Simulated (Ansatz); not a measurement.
CH₅BGe, SMILES `[BH]1[CH2][GeH2]1`. Total charge 0; spin multiplicity 1. Geometry: relaxed with PBE0-D4/def2-TZVP.

```xyz
8

B     0.561    1.009    0.096
C    -0.852    0.645   -0.029
Ge    0.779   -0.913   -0.233
H     1.158    1.745    0.812
H    -1.311    0.139   -0.877
H    -1.593    0.967    0.702
H     0.088   -1.693   -1.359
H     1.170   -1.900    0.887
```

(1) What is the dipole moment at r2SCAN/def2-TZVPP? (Estimate.)

(2) And with PBE, B3LYP, ωB97M-V? (An estimate is asked.)

(3) Give the Mulliken charges with r2SCAN, ωB97M-V, B3LYP in def2-TZVPP. (Estimate.)

Answers

(1) The calculation gave: 0.86 D, with components (-0.34, -0.77, -0.16) D in this frame, pointing from negative to positive charge.

(2) Computed: PBE 0.91 D, B3LYP 0.87 D, ωB97M-V 0.98 D.

(3) Computed: 
| atom | r2SCAN | ωB97M-V | B3LYP |
| --- | --- | --- | --- |
| B1 | 0.01 | -0.05 | 0.02 |
| C2 | -0.28 | -0.34 | -0.31 |
| Ge3 | 0.04 | -0.02 | 0.01 |
| H4 | 0.01 | 0.08 | 0.04 |
| H5 | 0.13 | 0.14 | 0.14 |
| H6 | 0.09 | 0.12 | 0.11 |
| H7 | 0.01 | 0.04 | 0.01 |
| H8 | -0.01 | 0.02 | -0.01 |

B3LYP here is the variant with VWN-RPA as its local correlation; programs differ in this.
